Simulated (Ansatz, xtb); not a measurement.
# CH3BI: where a starting geometry ends

The starting geometry of this gas-phase doublet was built from a drawn formula by distance geometry and a force field; its bonds are those of `[BH]CI`.

```xyz
6

C    -2.4621    0.7309   -1.4220
B    -2.3460    1.0205    0.1719
I    -2.6948    2.5325   -2.5082
H    -2.2349    0.1454    0.8669
H    -1.5765    0.2188   -1.8041
H    -3.3533    0.1215   -1.6077
```

Predict what it relaxes into with r2SCAN-D4/def2-SVP.

It keeps its bonds, and is `[BH]CI`.

The energy falls by 0.29 eV over 7 steps:

| step | E − E(last) (eV) |
| --- | --- |
| 1 | 0.289 |
| 2 | 0.050 |
| 3 | 0.010 |
| 4 | 0.003 |
| 5 | 0.000 |
| 6 | 0.000 |
| 7 | 0.000 |

Final geometry (Å):

```tsv
atom	x (Å)	y (Å)	z (Å)
C	-2.4729	0.7475	-1.3807
B	-2.3432	0.9478	0.1217
I	-2.6997	2.5848	-2.6003
H	-2.2104	0.1210	0.9882
H	-1.5890	0.2375	-1.7997
H	-3.3524	0.1309	-1.6324
```

From the same start GFN2-xTB ends elsewhere, at `[CH2]BI`.

No frequencies were run, so the end isn't proven a minimum. Open shells are spin-unrestricted. Atoms past krypton carry core potentials, without spin–orbit terms. Run with Ansatz 0.2.0, 52 s on 1 thread of Arm Neoverse V1 (shared host).
